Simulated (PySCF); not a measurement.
Two-component Hartree-Fock for Ta²⁺ (tantalum, charge +2)

Start: [Xe] 4f14 5d2 6p1; 5d5/2 filled at m_j = +3/2, +5/2; 6p3/2 filled at m_j = +3/2. Calculated with PySCF 2.14 in x2c-SVPall-2c with one added diffuse shell each of s, d type (8s9p10d2f, 99 functions): generalised Hartree-Fock with the X2C-1e Hamiltonian and a Gaussian nucleus; one run each with spin-orbit coupling (SO) switched off, then screened by Boettger's factors. This is a chosen level, not necessarily the ground level.

| spinor shell | electrons | ε, spin-free (eV) | ε, screened SO (eV) | weight of nominal j (screened SO) | rms radius, screened SO (bohr) |
| --- | --- | --- | --- | --- | --- |
| 1s1/2 | 2 | -67794.0 | -67774.4 | 1.000 | 0.0212 |
| 2s1/2 | 2 | -11806.2 | -11800.1 | 1.000 | 0.0853 |
| 2p1/2 | 2 | -10352.1 | -11258.6 | 1.000 | 0.0726 |
| 2p3/2 | 4 | -10352.1 | -9982.1 | 1.000 | 0.0799 |
| 3s1/2 | 2 | -2783.0 | -2781.1 | 1.000 | 0.218 |
| 3p1/2 | 2 | -2342.9 | -2540.6 | 1.000 | 0.210 |
| 3p3/2 | 4 | -2342.9 | -2260.9 | 1.000 | 0.225 |
| 3d3/2 | 4 | -1823.7 | -1858.9 | 1.000 | 0.199 |
| 3d5/2 | 6 | -1823.7 | -1798.7 | 1.000 | 0.203 |
| 4s1/2 | 2 | -616.85 | -616.37 | 1.000 | 0.488 |
| 4p1/2 | 2 | -469.83 | -515.73 | 1.000 | 0.497 |
| 4p3/2 | 4 | -469.83 | -450.83 | 1.000 | 0.530 |
| 4d3/2 | 4 | -277.84 | -284.95 | 1.000 | 0.557 |
| 4d5/2 | 6 | -277.84 | -272.83 | 1.000 | 0.569 |
| 5s1/2 | 2 | -108.83 | -108.85 | 1.000 | 1.18 |
| 5p1/2 | 2 | -69.614 | -75.512 | 0.982 | 1.36 |
| 5p3/2 | 4 | -69.614 | -67.247 | 0.989 | 1.40 |
| 4f5/2 | 6 | -62.762 | -63.702 | 0.988 | 0.699 |
| 4f7/2 | 8 | -62.762 | -61.836 | 0.991 | 0.703 |
| 5d5/2 | 2 | -28.961 | -28.729 | 0.820 | 2.07 |
| 6p3/2 | 1 | -15.875 | -15.753 | 1.000 | 4.51 |

```csv
quantity,spin-free,screened SO
E (hartree),-15591.22084,-15608.46472
M_J,11/2,11/2
⟨J²⟩,35.756,35.756
⟨L²⟩,20.005,20.422
⟨S²⟩,3.751,3.747
```

Each row is a mean over spinors that exchange with the open shell spreads, by up to 5.527 eV (5p3/2).

Rows whose weight is well below 1 are mixtures of j = l ± 1/2: exchange outweighs spin-orbit coupling there, and the label is only the starting occupation.

Breit and QED terms are absent; they matter most for the inner s and p1/2 levels.

Densities and radii are taken from the X2C orbitals without a picture-change correction, which distorts them close to the nucleus.

Without spin-orbit coupling the j labels of p, d and f shells carry no meaning; the spin-free column gives the mean over the occupied spinors of each nl shell.
